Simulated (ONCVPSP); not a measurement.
**An all-electron radial function and its pseudo partner (chlorine (Cl))**

Columns: radius, all-electron u(r) and pseudo u(r) of the 3s shell (level -26.17 eV) of chlorine in the configuration [Ne] 3s2 3p4.5; LDA (Perdew-Wang 92), scalar-relativistic, ONCV scheme, ONCVPSP 4.0.1.

| r (bohr) | all-electron | pseudo |
| --- | --- | --- |
| 0.078 | 0.1783 | 0.0285 |
| 0.155 | -0.1490 | 0.0618 |
| 0.232 | -0.3842 | 0.1025 |
| 0.310 | -0.4460 | 0.1505 |
| 0.388 | -0.3716 | 0.2029 |
| 0.465 | -0.2199 | 0.2582 |
| 0.542 | -0.0340 | 0.3191 |
| 0.620 | 0.1591 | 0.3899 |
| 0.698 | 0.3387 | 0.4714 |
| 0.775 | 0.4932 | 0.5598 |
| 0.852 | 0.6210 | 0.6492 |
| 0.930 | 0.7227 | 0.7323 |
| 1.008 | 0.7979 | 0.8004 |
| 1.085 | 0.8487 | 0.8491 |
| 1.162 | 0.8791 | 0.8791 |
| 1.240 | 0.8925 | 0.8925 |
| 1.318 | 0.8913 | 0.8913 |
| 1.395 | 0.8788 | 0.8787 |
| 1.472 | 0.8573 | 0.8573 |
| 1.550 | 0.8287 | 0.8287 |
| 1.628 | 0.7952 | 0.7951 |
| 1.705 | 0.7586 | 0.7586 |
| 1.782 | 0.7199 | 0.7199 |
| 1.860 | 0.6796 | 0.6796 |
| 1.938 | 0.6390 | 0.6389 |
| 2.015 | 0.5991 | 0.5991 |

Q: How many radial nodes do the two functions have?

A: The all-electron 3s function has n − l − 1 = 2; the pseudo-wave has 0, since the states of the same l below it are removed with the core.

Q: At about which radius was the pseudo-wave matched?

A: 1.35 bohr. The columns agree to 0.0005 from 1.08 bohr on; several derivatives are matched, so the curves merge somewhat inside the radius.

Q: Is the pseudo-wave norm-conserving?

A: Yes: the ONCV scheme keeps the norm inside the radius equal to the all-electron one, which fixes the energy derivative of the logarithmic derivative at the level.
